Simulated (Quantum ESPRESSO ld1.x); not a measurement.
Problem. The palladium ion Pd2+, configuration [Kr] 4d8. All-electron calculation, Dirac Kohn-Sham, relativistic LDA (MacDonald-Vosko exchange, VWN5 correlation), spin-unpolarised, spherical densities, point nucleus; open shells fill j = l - 1/2 first. Program: ld1.x of Quantum ESPRESSO 7.5. Some entries of the table are withheld. Estimate them.

| orbital | occ. | eigenvalue (eV) | <r> (bohr) |
|---|---|---|---|
| 1s1/2 | 2 | -24043.4 | 0.03197 |
| 2s1/2 | 2 | -3536.06 | 0.1384 |
| 2p1/2 | 2 | -3286.71 | 0.1174 |
| 2p3/2 | 4 | -3128.70 | 0.1223 |
| 3s1/2 | 2 | -658.083 | 0.3804 |
| 3p1/2 | 2 | -558.922 | 0.3721 |
| 3p3/2 | 4 | -531.352 | 0.3829 |
| 3d3/2 | 4 | -354.322 | 0.3560 |
| 3d5/2 | 6 | -348.798 | 0.3595 |
| 4s1/2 | 2 | -110.138 | (1) |
| 4p1/2 | 2 | -79.1745 | 1.013 |
| 4p3/2 | 4 | -74.6256 | 1.044 |
| 4d3/2 | 4 | (2) | 1.366 |
| 4d5/2 | 4 | (3) | 1.382 |
| 5s1/2 | 0 | (4) | 2.567 |
| 5p1/2 | 0 | -14.4986 | 3.035 |
| 5p3/2 | 0 | -14.0519 | 3.113 |

Solution. 
(1) 4s1/2 <r> (bohr): 0.9430
(2) 4d3/2 eigenvalue (eV): -27.8714
(3) 4d5/2 eigenvalue (eV): -27.3411
(4) 5s1/2 eigenvalue (eV): -20.5245
